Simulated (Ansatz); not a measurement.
Cost and result for the atomization energy of `[SiH3]C[SiH](Cl)Cl` (11 atoms, 10 bonds).

```xyz
11

Si    1.294    0.438    0.912
C    -0.141    0.701   -0.276
Si   -1.170   -0.797   -0.592
Cl    0.013   -2.321   -1.281
Cl   -2.608   -0.401   -1.996
H     1.831    1.753    1.349
H     0.828   -0.308    2.111
H     2.374   -0.334    0.250
H    -0.806    1.472    0.132
H     0.245    1.077   -1.229
H    -1.859   -1.280    0.622
```

Charge 0, multiplicity 1. The structure was optimised at the PBE0-D4/def2-TZVP level. It is one conformer, not always the lowest. Program: Ansatz. All runs use 4 threads of a server CPU on a shared host. Times are those of one run each, without the atoms' runs, and a repeat can differ threefold. Electronic energies, without spin–orbit coupling; frozen cores. CCSD(T)/CBS adds CCSD(T) − MP2 in def2-TZVPP to the MP2 limit, and its time is that of the two runs behind it. T1 = 0.010. B3LYP takes the VWN-RPA correlation (the form of Gaussian; ORCA's B3LYP/G). HSE06 is the plane-wave form, built on full-range PBE exchange.

CCSD(T)/CBS is a level of theory with its own doubt, some kJ/mol a heavy atom from the limit and from the frozen cores, so smaller differences don't rank the functionals.

```json
{"level": "revPBE-D4/def2-TZVPP", "functions": "283", "wall time": "2.7 s"}
{"level": "PBE-D4/def2-TZVPP (with forces)", "functions": "283", "wall time": "3.2 s"}
{"level": "PBE0-D4/def2-TZVPP", "functions": "283", "wall time": "4.9 s"}
{"level": "CCSD(T)/def2-SVP", "functions": "116", "wall time": "5 s"}
{"level": "HSE06-D4/def2-TZVPP", "functions": "283", "wall time": "5.5 s"}
{"level": "CAM-B3LYP-D4/def2-TZVPP", "functions": "283", "wall time": "6 s"}
{"level": "r2SCAN-D4/def2-TZVPP (with forces)", "functions": "283", "wall time": "6.5 s"}
{"level": "B2PLYP/def2-TZVPP", "functions": "283", "wall time": "7 s"}
{"level": "B3LYP-D4/def2-TZVPP (with forces)", "functions": "283", "wall time": "7.5 s"}
{"level": "PBE-QIDH/def2-TZVPP", "functions": "283", "wall time": "7.5 s"}
{"level": "MP2/def2-QZVPP", "functions": "517", "wall time": "25 s"}
{"level": "CCSD(T)/def2-TZVPP", "functions": "283", "wall time": "3.6 min"}
{"level": "CCSD(T)/CBS(def2)", "functions": "–", "wall time": "4 min"}
```

Question: What atomization energy does each give, and how far from CCSD(T)/CBS? (Best estimate.)

Answer: Computed: 
```
                             level  atomization (kcal/mol)  difference from CCSD(T)/CBS  per bond
              revPBE-D4/def2-TZVPP                   859.4                        -16.8      -1.7
   PBE-D4/def2-TZVPP (with forces)                   874.2                         -2.0      -0.2
                PBE0-D4/def2-TZVPP                   871.2                         -5.0      -0.5
                  CCSD(T)/def2-SVP                   815.0                        -61.2      -6.1
               HSE06-D4/def2-TZVPP                   871.5                         -4.7      -0.5
           CAM-B3LYP-D4/def2-TZVPP                   872.3                         -3.9      -0.4
r2SCAN-D4/def2-TZVPP (with forces)                   877.4                          1.2       0.1
                 B2PLYP/def2-TZVPP                   859.6                        -16.6      -1.7
 B3LYP-D4/def2-TZVPP (with forces)                   868.8                         -7.4      -0.7
               PBE-QIDH/def2-TZVPP                   870.7                         -5.5      -0.6
                    MP2/def2-QZVPP                   876.0                         -0.2       0.0
                CCSD(T)/def2-TZVPP                   852.2                        -24.0      -2.4
                 CCSD(T)/CBS(def2)                   876.2                          0.0       0.0
```

In def2-TZVPP, CCSD(T) changes the Hartree–Fock value by +182.5 kcal/mol (the triples alone add +10.7 kcal/mol) and MP2 by +192.1 kcal/mol; breaking electron pairs costs correlation energy, which Hartree–Fock lacks. From PBE to PBE0 (25 % exact exchange), in def2-TZVPP and without D4, the atomization energy moves by −1.9 kcal/mol: exact exchange takes away binding that semilocal exchange gives to molecules. At CCSD(T), def2-SVP lies −61.2 kcal/mol from the extrapolated value and def2-TZVPP −24.0 kcal/mol: correlation converges slowly with the basis, and small sets miss more of it in the bonded molecule than in its fragments.
